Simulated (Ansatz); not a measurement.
`[CH3][GeH2][Cl]` → `[CH3][Ge][Cl]` + H₂ at 600 K and 1 bar (germylene formation by 1,1-elimination).

Program: Ansatz. Geometries: PBE0-D4/def2-TZVP. ΔE: electronic, gas phase. CCSD(T)/CBS adds triple-zeta CCSD(T) − MP2 to the extrapolated MP2 energy (def2 sets, frozen cores). This one scheme is used for every species. For Ge outer-core shells are correlated without core-valence functions, which leaves a few kJ/mol of doubt a bond. Scalar relativity is left out up to krypton.

```tsv
species	CCSD(T)/CBS energy (Eh)	H − E (kJ/mol)	S (J/(mol·K))
`[CH3][GeH2][Cl]`	-2576.99593	188.0	382.1
`[CH3][Ge][Cl]`	-2575.77362	135.1	365.9
H₂	-1.17544	43.9	150.8
```

H − E and S are ideal-gas, rigid-rotor, harmonic terms from PBE0-D4/def2-TZVP. The MP2-based limit puts H₂ 0.8 mEh under its directly extrapolated value; such offsets cancel only in part. 1 Eh = 2625.50 kJ/mol, R = 8.31446 J/(mol·K).

By hand: ΔE, ΔH, ΔS and ΔG.

ΔE = (-2575.77362) + (-1.17544) − (-2576.99593) = 0.04687 Eh = 123.1 kJ/mol. Δ(H − E) = 135.1 + 43.9 − 188.0 = -9.0, so ΔH = 114.1 kJ/mol. ΔS = 365.9 + 150.8 − 382.1 = 134.6 J/(mol·K). ΔG = 114.1 − 600 × (134.6)/1000 = 33.3 kJ/mol.

By hand: the equilibrium constant, and the temperature at which ΔG would vanish if ΔH and ΔS stayed fixed.

log₁₀ K = −ΔG/(RT ln 10) = -2.9. ΔG = 0 at ΔH/ΔS = 848 K.

The number of gas molecules changes by +1, which sets the sign of ΔS. A doubt of 5 kJ/mol in ΔE shifts log₁₀ K by 0.4 here. These are equilibria of isolated gas molecules and say nothing of rates. Largest T1 diagnostic: 0.012 (customary marks: 0.02 for closed shells, 0.045 for open ones).
